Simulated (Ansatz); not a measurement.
Species: fluoro(trihydroxy)silane, sum formula H₃SiO₃F (charge 0, singlet). SMILES: O[Si](O)(O)F
Structure (B3LYP-D3(BJ)/def2-TZVP (Ansatz, a first-principles code) minimum search):
```
Si
F 1 1.6004
O 1 1.6232 2 109.05
H 3 0.9601 1 119.16 2 59.48
O 1 1.6232 2 109.05 3 120.00
H 5 0.9601 1 119.16 2 59.48
O 1 1.6232 2 109.05 5 120.00
H 7 0.9601 1 119.16 2 59.48
```

Wanted: vertical triplet-singlet gap (E(triplet) - E(singlet); each state is the SCF solution reached for its spin; the molecule has degenerate orbitals, so one determinant may break the symmetry), in eV. Cores are frozen in the correlated levels unless marked. UHF or UKS for open shells. No spin-orbit coupling. Non-relativistic. CBS marks a two-point X^-3 extrapolation of the correlation energy; Hartree-Fock from the larger set.

```csv
level,program,vertical triplet-singlet gap (eV)
PBE0/def2-TZVPD,Ansatz,___
SCS-MP2/aug-cc-pV(T+d)Z,Ansatz,8.65
"CCSD(T)/CBS(aug-cc-pV(T+d)Z,aug-cc-pV(Q+d)Z)",Ansatz,___
```

Fill in the missing entries.


- PBE0/def2-TZVPD, vertical triplet-singlet gap (eV): 7.95
- CCSD(T)/CBS(aug-cc-pV(T+d)Z,aug-cc-pV(Q+d)Z), vertical triplet-singlet gap (eV): 8.43
